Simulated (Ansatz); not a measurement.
Reaction (homolysis of the O–Sn bond): `N[SiH](F)[O][SnH3]` → `N[SiH]([O])F`• + `[SnH3]`•

Computed with Ansatz on PBE0-D4/def2-TZVP structures; ΔE is electronic, products minus reactants. CBS: MP2 limit from def2 TZ/QZ plus the TZ coupled-cluster correction, frozen cores. This one scheme is used for every species. No spin–orbit coupling; open shells (•) take unrestricted orbitals. Elements past krypton have def2 core potentials. For Sn outer-core shells are correlated without core-valence functions, which leaves a few kJ/mol of doubt a bond. One conformer a species, not always the lowest.

| species | CCSD/def2-TZVPP energy (Eh) |
| --- | --- |
| `N[SiH](F)[O][SnH3]` | -735.98834 |
| `N[SiH]([O])F`• | -520.44306 |
| `[SnH3]`• | -215.38577 |

Q: Work out ΔE.

A: ΔE = (-520.44306) + (-215.38577) − (-735.98834) = 0.15951 Eh = +100.1 kcal/mol. CCSD(T)/CBS gives +107.5 kcal/mol.

Largest T1 diagnostic among the species: 0.025.

From PBE to PBE0 (25 % exact exchange), in def2-TZVPP and without D4, ΔE moves by +4.7 kcal/mol. The D4 term adds +3.8 kcal/mol with B3LYP and +2.1 kcal/mol with PBE0; it sums over pairs of atoms, weighted by their polarisabilities, and B3LYP, whose exchange is more repulsive, gets the larger term.

B3LYP here is the variant with VWN-RPA as its local correlation; programs differ in this.
